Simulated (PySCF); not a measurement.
A geometry optimisation, step by step.

Species: C₄H₇NOP (charge +1).
Atom-mapped SMILES: `[NH2:1][PH2+:2][c:3]1[cH:4][cH:5][o:6][cH:7]1` (hydrogens: H8, H9 on N1; H10, H11 on P2; H12 on C4; H13 on C5; H14 on C7)
Bond orders are those of one Lewis drawing.

Computed by this run: PBE0-D3(BJ)/def2-SVP geometry optimisation, gas phase in PySCF; density fitting, grid level 1; the optimiser is geomeTRIC in internal coordinates, started from a GFN2-xTB structure. 6 of its 9 geometries are shown. The frame can shift and turn from step to step; on so coarse a grid that alone can change the energy by a few meV, and forces under 0.02 eV/Å are noise.

Step 0: E = -17059.6671 eV, largest atomic force 1.242 eV/Å
```
atom  x, y, z in Å  |  force x, y, z in eV/Å
N1      2.384   -0.388    0.281    0.218  -0.120   0.253
P2      1.335    0.563   -0.533   -0.755  -0.803   0.573
C3     -0.313    0.044   -0.181    0.234  -0.130   0.023
C4     -1.498    0.837   -0.272   -0.071  -0.325   0.132
C5     -2.513   -0.001    0.067    0.226   0.553  -0.197
O6     -2.043   -1.223    0.349    0.020  -0.319   0.116
C7     -0.734   -1.216    0.201    0.459   0.446  -0.205
H8      3.372   -0.324    0.060    0.157  -0.101  -0.126
H9      2.225   -0.537    1.273   -0.072  -0.010   0.154
H10     1.426    1.924   -0.279   -0.072   0.731   0.065
H11     1.688    0.416   -1.856    0.216   0.017  -0.816
H12    -1.568    1.870   -0.543   -0.164   0.656  -0.152
H13    -3.572    0.157    0.144   -0.582  -0.033   0.068
H14    -0.191   -2.122    0.387    0.186  -0.563   0.113
```

Step 2: E = -17059.7533 eV, largest atomic force 0.134 eV/Å
```
atom  x, y, z in Å  |  force x, y, z in eV/Å
N1      2.304   -0.516    0.306    0.013   0.034   0.026
P2      1.291    0.412   -0.591   -0.033   0.009  -0.005
C3     -0.366   -0.075   -0.317    0.030   0.008  -0.001
C4     -1.555    0.733   -0.387   -0.020  -0.052  -0.006
C5     -2.575   -0.128   -0.135   -0.069  -0.001   0.005
O6     -2.102   -1.378    0.080    0.080   0.103   0.027
C7     -0.783   -1.357   -0.027   -0.017  -0.065  -0.032
H8      3.278   -0.614    0.027   -0.007  -0.016   0.001
H9      2.152   -0.576    1.311    0.011  -0.013  -0.004
H10     1.349    1.813   -0.380   -0.011  -0.007  -0.005
H11     1.741    0.251   -1.919    0.011  -0.015   0.005
H12    -1.638    1.797   -0.598    0.000   0.000   0.014
H13    -3.654   -0.006   -0.069   -0.004   0.011  -0.011
H14    -0.255   -2.297    0.124    0.018   0.003  -0.014
```

Step 3: E = -17059.7539 eV, largest atomic force 0.184 eV/Å
```
atom  x, y, z in Å  |  force x, y, z in eV/Å
N1      2.301   -0.504    0.313    0.000   0.019   0.050
P2      1.290    0.414   -0.597    0.015  -0.081   0.042
C3     -0.366   -0.077   -0.325   -0.039   0.017  -0.040
C4     -1.557    0.728   -0.387   -0.017   0.068   0.021
C5     -2.580   -0.129   -0.126    0.183  -0.014  -0.003
O6     -2.097   -1.376    0.085   -0.039  -0.110  -0.001
C7     -0.781   -1.361   -0.039   -0.068   0.052   0.005
H8      3.275   -0.611    0.038   -0.002  -0.007  -0.013
H9      2.146   -0.562    1.317    0.000  -0.004  -0.009
H10     1.346    1.813   -0.397   -0.019   0.067  -0.002
H11     1.756    0.237   -1.915    0.003  -0.002  -0.057
H12    -1.640    1.793   -0.587    0.000   0.029  -0.010
H13    -3.657   -0.005   -0.054   -0.017  -0.011   0.005
H14    -0.250   -2.300    0.099   -0.001  -0.025   0.011
```

Step 5: E = -17059.7556 eV, largest atomic force 0.089 eV/Å
```
atom  x, y, z in Å  |  force x, y, z in eV/Å
N1      2.302   -0.490    0.325    0.000   0.024  -0.018
P2      1.290    0.409   -0.604    0.011   0.020   0.014
C3     -0.366   -0.079   -0.332   -0.031  -0.032   0.024
C4     -1.556    0.729   -0.376    0.003   0.018   0.011
C5     -2.574   -0.133   -0.119   -0.050   0.027  -0.020
O6     -2.097   -1.385    0.074    0.026   0.032   0.031
C7     -0.781   -1.364   -0.051    0.047  -0.057  -0.049
H8      3.275   -0.605    0.051   -0.002  -0.002  -0.005
H9      2.144   -0.538    1.329   -0.008   0.001   0.002
H10     1.333    1.815   -0.424    0.003  -0.020  -0.010
H11     1.759    0.218   -1.922   -0.002  -0.006   0.025
H12    -1.640    1.798   -0.564   -0.003  -0.011  -0.004
H13    -3.652   -0.011   -0.039    0.009   0.001   0.001
H14    -0.250   -2.305    0.078   -0.003   0.006   0.000
```

Step 6: E = -17059.7562 eV, largest atomic force 0.043 eV/Å
```
atom  x, y, z in Å  |  force x, y, z in eV/Å
N1      2.303   -0.479    0.330    0.007   0.011  -0.008
P2      1.289    0.408   -0.607    0.007   0.011   0.005
C3     -0.366   -0.084   -0.335    0.006  -0.005   0.013
C4     -1.555    0.728   -0.371    0.006  -0.003   0.014
C5     -2.573   -0.134   -0.114   -0.026   0.008  -0.012
O6     -2.097   -1.387    0.072   -0.008   0.002   0.021
C7     -0.782   -1.370   -0.060    0.018   0.000  -0.039
H8      3.276   -0.597    0.056   -0.002   0.001  -0.001
H9      2.143   -0.523    1.334   -0.005   0.000   0.001
H10     1.325    1.815   -0.438    0.001  -0.013  -0.007
H11     1.763    0.208   -1.922   -0.003  -0.004   0.013
H12    -1.637    1.797   -0.553   -0.001  -0.007  -0.005
H13    -3.650   -0.010   -0.030    0.005  -0.003   0.003
H14    -0.252   -2.313    0.064   -0.005   0.004   0.002
```

Step 8: E = -17059.7567 eV, largest atomic force 0.023 eV/Å
```
atom  x, y, z in Å  |  force x, y, z in eV/Å
N1      2.307   -0.451    0.342    0.003  -0.010   0.000
P2      1.287    0.404   -0.615   -0.006   0.005  -0.008
C3     -0.366   -0.094   -0.342    0.016   0.010   0.010
C4     -1.552    0.723   -0.354    0.001  -0.004   0.000
C5     -2.572   -0.138   -0.100    0.009  -0.013  -0.003
O6     -2.097   -1.396    0.062   -0.012  -0.008   0.003
C7     -0.784   -1.383   -0.084   -0.013   0.017  -0.007
H8      3.280   -0.574    0.072    0.003   0.005   0.005
H9      2.143   -0.482    1.346    0.000  -0.002   0.000
H10     1.307    1.815   -0.478    0.001   0.001   0.000
H11     1.769    0.180   -1.923   -0.002  -0.002  -0.002
H12    -1.632    1.795   -0.522    0.001   0.001   0.001
H13    -3.647   -0.012   -0.003   -0.001  -0.001   0.002
H14    -0.257   -2.329    0.022   -0.001   0.000   0.000
```

Q: Summarise the path.

A: The energy falls by 2.07 kcal/mol from step 0 to step 8; nine tenths of that is first reached at step 1. It falls at every step. The largest force goes from 1.242 to 0.023 eV/Å. Among the bonds P2–H11 changes most, from 1.378 to 1.411 Å; the atoms move by 0.137 Å rms after alignment.

Q: Follow the three bonds and two angles with the largest change from start to end.

A: 
| step | E above end (kcal/mol) | largest force (eV/Å) | P2–H11 (Å) | P2–H10 (Å) | C4–H12 (Å) | H8–N1–H9 (°) | C3–P2–H10 (°) |
| --- | --- | --- | --- | --- | --- | --- | --- |
| 0 | 2.07 | 1.242 | 1.378 | 1.387 | 1.070 | 112.0 | 108.3 |
| 1 | 0.17 | 0.272 | 1.417 | 1.425 | 1.090 | 114.1 | 106.4 |
| 2 | 0.08 | 0.134 | 1.411 | 1.418 | 1.088 | 114.0 | 106.9 |
| 3 | 0.06 | 0.184 | 1.409 | 1.414 | 1.087 | 114.0 | 107.0 |
| 4 | 0.04 | 0.073 | 1.410 | 1.416 | 1.088 | 114.0 | 106.9 |
| 5 | 0.03 | 0.089 | 1.412 | 1.418 | 1.088 | 114.1 | 106.6 |
| 6 | 0.01 | 0.043 | 1.412 | 1.418 | 1.088 | 114.2 | 106.6 |
| 7 | 0.00 | 0.034 | 1.411 | 1.417 | 1.088 | 114.4 | 106.5 |
| 8 | 0.00 | 0.023 | 1.411 | 1.417 | 1.088 | 114.4 | 106.4 |

What follows is the cost of the whole optimisation. Hardware: Arm Neoverse N1, one thread, shared host with 64 logical CPUs at a one-minute load of 58. Cost: 86 s, 0.61 GiB resident at most.
